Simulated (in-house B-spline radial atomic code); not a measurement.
Configurations of the zinc ion Zn⁶⁺, with energies counted from [Ar] 3d6. Computed with an all-electron radial atomic-structure program (B-spline basis): non-relativistic PBE0, spin-polarised, spherical fractional occupations, exact exchange averaged over the configuration, point nucleus. Shells without spins written out take the highest spin.

Occupations are held fixed; configurations that lie above the ionisation limit could autoionise.

```
       configuration  E - E(ref) (eV)  highest orbital  its <r> (bohr)
        [Ar] 3d5 4p1           56.726            4p up           1.727
        [Ar] 3d5 4d1           76.079            4d up           2.007
        [Ar] 3d5 4f1           92.458            4f up           2.363
[Ne] 3s2 3p5 3d6 4s1           119.55            4s up           1.606
```

Order these further configurations by energy, lowest first.
A. [Ne] 3s2 3p5 3d7
B. [Ne] 3s2 3p5 3d6 4p1
C. [Ar] 3d5 4s1
D. [Ne] 3s2 3p5 3d6 4f1
E. [Ne] 3s2 3p5 3d6 4d1

C (44.248 eV), A (75.662 eV), B (132.04 eV), E (151.47 eV), D (167.81 eV).
